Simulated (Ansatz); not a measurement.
Basis-set extrapolation for F$_{2}$H$_{6}$N$_{2}$Si$_{2}$ (`N[SiH2][Si](N)(F)F`) (PBE0-D4/def2-TZVP geometry, frozen core, Ansatz). Multiplicity 1, RHF reference.

```
                      def2-TZVPP   def2-QZVPP
                 HF  -889.511894  -889.545955
    MP2 correlation    -1.162971    -1.262648
CCSD(T) correlation    -1.240698      not run
```

Energies in hartree. Use E(X) = E(∞) + A·exp(−7.88·√X) for Hartree–Fock and E(X) = E(∞) + B·X^(−2.97) for correlation, with X = 3 and 4, and add CCSD(T) minus MP2 of the smaller set to the MP2 limit.

Task: What is the CCSD(T) energy at the basis-set limit?

Result: HF limit: -889.545955 + (-0.034061) × 0.13774 = -889.55065. MP2 limit: -1.262648 + (-0.099677) × 0.74074 = -1.33648. Higher-order term: -1.240698 − (-1.162971) = -0.07773. Total: -890.96486 hartree, 133.2 kcal/mol below CCSD(T)/def2-TZVPP.
